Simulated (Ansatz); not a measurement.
`C[N](C)[GeH3]` + `BC(=C)O` → `BC(=C)[O][GeH3]` + `CNC`  (ligand exchange at a Ge–N bond)

Computed with Ansatz on PBE0-D4/def2-TZVP structures; ΔE is electronic, products minus reactants. CCSD(T)/CBS is the MP2 limit (def2-TZVPP, def2-QZVPP) plus CCSD(T) − MP2 in def2-TZVPP, frozen cores. Functionals use def2-TZVPP. B3LYP here is the variant with VWN-RPA as its local correlation; programs differ in this. For Ge outer-core shells are correlated without core-valence functions, which leaves a few kJ/mol of doubt a bond. Scalar relativity is left out up to krypton. Each species was taken in one conformer, which may not be the lowest.

`C[N](C)[GeH3]`:

Cartesian coordinates in Å:
```
C 1.144 -0.148 0.916
N 0.199 0.333 -0.063
C -0.920 1.017 0.538
Ge -0.177 -0.791 -1.471
H 0.714 -0.877 1.624
H 1.528 0.692 1.508
H 1.999 -0.620 0.425
H -0.563 1.872 1.125
H -1.514 0.381 1.216
H -1.591 1.406 -0.232
H 1.169 -1.223 -2.073
H -1.020 0.012 -2.474
H -0.968 -2.052 -1.039
```

`BC(=C)O`:

Cartesian coordinates in Å:
```
B -0.900 -0.009 0.899
C 0.047 0.036 -0.307
C 1.366 -0.152 -0.133
O -0.419 0.263 -1.570
H -0.458 -0.209 1.989
H -2.079 0.158 0.749
H 2.067 -0.129 -0.962
H 1.748 -0.333 0.861
H -1.372 0.376 -1.525
```

`BC(=C)[O][GeH3]`:

```xyz
12

B    -0.130   -1.101   -1.021
C    -0.462    0.322   -0.543
C    -1.256    1.083   -1.321
O    -0.006    0.861    0.619
Ge    1.058   -0.013    1.768
H     0.566   -1.837   -0.381
H    -0.580   -1.479   -2.059
H    -1.634    0.682   -2.251
H    -1.531    2.096   -1.041
H     0.336   -1.264    2.290
H     2.377   -0.381    1.071
H     1.263    1.031    2.869
```

`CNC`:

Z-matrix (Å, degrees):
```
C
N 1 1.445
H 1 1.094 2 109.4
H 1 1.092 2 110.0 3 117.9
H 1 1.104 2 114.0 3 -120.2
C 2 1.445 1 112.8 3 65.3
H 2 1.011 1 109.8 3 -171.9
H 6 1.104 2 114.0 1 54.9
H 6 1.094 2 109.4 1 -65.3
H 6 1.092 2 110.0 1 176.8
```

```csv
level,ΔE (kcal/mol),difference from CCSD(T)/CBS
PBE-D4,-4.1,0.2
r2SCAN-D4,-4.9,-0.6
PBE0-D4,-4.3,0.0
B3LYP-D4,-5.3,-1.0
PBE,-4.4,-0.1
HF/def2-TZVPP,-7.3,-3.0
MP2/def2-TZVPP,-4.4,-0.1
SCS-MP2/def2-TZVPP,-5.2,-0.9
HF/def2-QZVPP,-7.4,-3.1
MP2/def2-QZVPP,-4.2,0.1
CCSD(T)/CBS,-4.3,0
```

Largest T1 diagnostic among the species: 0.013.

In def2-TZVPP, CCSD(T) changes the Hartree–Fock value by +2.6 kcal/mol (the triples alone add +0.2 kcal/mol) and MP2 by +2.9 kcal/mol.
